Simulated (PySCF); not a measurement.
EPR parameters of C3H5F2O2Si

C₃H₅F₂O₂Si (doublet state).
Atom-mapped SMILES: `[F:1][CH:2]([F:3])[O:4]/[CH:5]=[CH:6]\[O:7][SiH2:8]` (hydrogens: H9 on C2; H10 on C5; H11 on C6; H12, H13 on Si8)

Cartesian coordinates in Å at the GFN2-xTB level; atoms count from 1:
```
atom  x, y, z in Å
F1    -1.606   -2.238    0.411
C2    -1.510   -0.904    0.469
F3    -1.300   -0.602    1.780
O4    -0.483   -0.511   -0.303
C5    -0.477    0.838   -0.670
C6     0.668    1.507   -0.736
O7     1.868    1.028   -0.425
Si8    2.271   -0.410    0.289
H9    -2.487   -0.460    0.191
H10   -1.434    1.271   -0.915
H11    0.674    2.534   -1.076
H12    2.125   -1.508   -0.645
H13    1.687   -0.543    1.612
```

The hyperfine couplings belong to this conformer and change with its torsions.

The calculation used PySCF, UKS B3LYP, pcH-1 on C F H O Si, non-relativistic, mean-field spin-orbit, GIAO. One conformer (not necessarily the lowest) at the GFN2-xTB geometry, without solvent, vibrations or thermal averaging. The geometry wasn't refined by DFT: couplings that depend on bond lengths, twists or pyramidal angles can differ widely from those at the functional's own minimum, by a factor of two or more for some ions and for spin on atoms past the first row. The SCF solution wasn't tested for stability.

* g1, g2, g3: 2.00079, 2.00212, 2.00369
* g_iso: 2.00220
* Form of g: rhombic: the two nearest values differ by 46 % of g3 − g1
* ⟨S²⟩: 0.7510 (exact 0.7500)
* α and β electrons: 36, 35
* HOMO–LUMO gap, α and β orbitals: 5.52, 4.60 eV
* Basis functions: 260

Hyperfine couplings atom by atom, in MHz; T1 to T3 are the principal values of the dipolar part:

```
atom  isotope   a_iso  of which spin–orbit      T1    T2    T3  Mulliken spin population
  F1      19F    -0.5                  0.0    -1.1  -0.6   1.7                      0.00
  C2      13C    -0.3                  0.0    -0.4  -0.2   0.5                      0.00
  F3      19F     1.9                  0.0    -3.0  -2.9   5.9                      0.00
  O4      17O   -17.5                  0.0    -4.6   2.2   2.4                      0.01
  C5      13C    -0.8                  0.0    -1.1   0.2   0.9                     -0.01
  C6      13C    24.4                  0.0    -2.6  -2.1   4.8                      0.02
  O7      17O   -80.4                 -0.1    -8.2   3.7   4.4                      0.00
 Si8     29Si  -536.1                  1.2  -174.1  86.8  87.3                      0.93
  H9       1H     2.1                  0.0    -0.6  -0.6   1.2                      0.00
 H10       1H     5.2                  0.0    -0.9  -0.5   1.4                      0.00
 H11       1H    -1.6                  0.0    -1.9  -1.4   3.3                      0.00
 H12       1H    89.4                  0.0    -9.5   0.9   8.7                      0.03
 H13       1H    84.9                  0.0    -9.6   0.8   8.8                      0.03
```

The largest Mulliken spin population is on Si8 (+0.93). The angles at Si8 add up to 341.4°, so it is pyramidal.

Axes: g3 points within 2° of the O7–Si8 bond.

Under fast tumbling the dipolar parts average out, and these isotropic splittings remain: 2 × 1H (H12/H13, I = 1/2, 3 lines) with 3.11 mT, 1 × 1H (H10, I = 1/2, 2 lines) with 0.18 mT, 1 × 1H (H9, I = 1/2, 2 lines) with 0.07 mT and 1 × 1H (H11, I = 1/2, 2 lines) with 0.06 mT.

Class means assume fast exchange of nuclei equivalent by connectivity; if that motion is slow, each nucleus keeps its own coupling.

The 13C coupling of C6 (24.4 MHz) shows only in satellite lines or after enrichment, since that isotope makes up about 1.07 % of natural carbon.

The 29Si coupling of Si8 (-536.1 MHz) shows only in satellite lines or after enrichment, since that isotope makes up about 4.7 % of natural silicon.
